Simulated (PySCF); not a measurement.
# Dipole response of W⁺ (tungsten, charge +1)

[Xe] 4f14 5d4 6s1, high-spin 6D determinant. All numbers are calculated (PySCF 2.14, the spin-free X2C one-electron Hamiltonian (Gaussian nucleus), in x2c-TZVPPall with one added diffuse shell each of s, p, d, f type (12s8p8d4f1g, 113 functions)). Coupled (time-dependent) response in atomic units; α is the mean over directions.

```csv
method,mean α (bohr³),"α xx, yy, zz",C₆ (like pair),S(−4)
PBE0,36.63,"36.00, 36.00, 37.90",316.4,564.0
```

S(−4) is the Cauchy moment in α(ω) = α(0) + S(−4) ω² + …

Spin-orbit coupling is absent.

α(iu) at PBE0:

| u (hartree) | α(iu) (bohr³) |
| --- | --- |
| 0 | 36.63 |
| 0.0500 | 35.29 |
| 0.100 | 31.91 |
| 0.200 | 23.87 |
| 0.300 | 17.79 |
| 0.500 | 11.16 |
| 0.750 | 7.356 |
| 1.00 | 5.355 |
| 1.50 | 3.291 |
| 2.00 | 2.250 |
| 3.00 | 1.244 |
| 5.00 | 0.5381 |

For an ion, C₆ is the dispersion term alone; charge-induced terms of lower order in 1/R come first.

The components differ because the open shell of this determinant is not spherical; for a pure term their mean is the scalar polarisability.

Spin-orbit coupling, absent here, splits the open shell strongly.
